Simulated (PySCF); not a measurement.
PySCF 2.14 output of a UHF calculation on a single atom or ion in aug-cc-pVDZ-PP with ECP60MDF (5s5p4d2f, 54 functions), with scalar relativity through the core potential:

```
SCF conv_tol = 1e-09
number electrons alpha = 10  beta = 8
cycle= 1 E= -151.080576426359  delta_E= -0.0046  |g|= 0.023  |ddm|= 0.0663
cycle= 2 E= -151.080975956133  delta_E= -0.0004  |g|= 0.00838  |ddm|= 0.0292
cycle= 3 E= -151.081098255289  delta_E= -0.000122  |g|= 0.00346  |ddm|= 0.0213
cycle= 4 E= -151.08112546516  delta_E= -2.72e-05  |g|= 0.000341  |ddm|= 0.0161
cycle= 5 E= -151.08112555431  delta_E= -8.92e-08  |g|= 7.49e-05  |ddm|= 0.000738
cycle= 6 E= -151.081125557876  delta_E= -3.57e-09  |g|= 5.69e-06  |ddm|= 0.000181
cycle= 7 E= -151.081125557912  delta_E= -3.63e-11  |g|= 8.25e-07  |ddm|= 3.14e-05
converged SCF energy = -151.081125557912  <S^2> = 2.0014674  2S+1 = 3.0009781
```

The run itself started from symmetry-adapted Hartree-Fock orbitals and held the occupation by maximum overlap, so the iterations belong to that start.

Q: Which element, charge and spin multiplicity is this?

A: Hg²⁺ (mercury, charge +2), multiplicity 3; the state was [Xe] 4f14 5d9 6p1, one real determinant (an excited configuration).

⟨L²⟩ = 8.04 against 12 for a pure F term, so this real determinant mixes terms. Energies and moments cover only the electrons outside the core potential. Spin-orbit coupling, absent here, splits the open shell strongly.
